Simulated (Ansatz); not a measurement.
`[NH2][GaH][OH]` + `C=C[SiH2][SiH2]F` → `[OH][GaH][SiH2]F` + `C=C[SiH2]N`  (redistribution)

Isolated molecules relaxed with PBE0-D4/def2-TZVP in Ansatz; ΔE leaves out vibrations. CCSD(T)/CBS is the MP2 limit (def2-TZVPP, def2-QZVPP) plus CCSD(T) − MP2 in def2-TZVPP, frozen cores. DFT in def2-TZVPP. For Ga outer-core shells are correlated without core-valence functions, which leaves a few kJ/mol of doubt a bond. Scalar relativity is left out up to krypton. Each species was taken in one conformer, which may not be the lowest.

| level | ΔE (kcal/mol) |
| --- | --- |
| revPBE | -4.5 |
| CCSD/CBS(def2) | -4.1 |

Q: What does CCSD(T)/CBS give? (Best estimate.)

A: The calculation gave: -3.9 kcal/mol. The listed levels differ from it by -0.6, -0.2 kcal/mol.

Largest T1 diagnostic among the species: 0.015.

Leaving LDA and LC-ωPBE aside and taking each functional with its dispersion term where it has one, the values, not all of them listed here, spread over 2.0 kcal/mol, from ωB97M-V to PBE-QIDH. At CCSD(T), def2-SVP lies +1.9 kcal/mol from the extrapolated value and def2-TZVPP +0.0 kcal/mol.
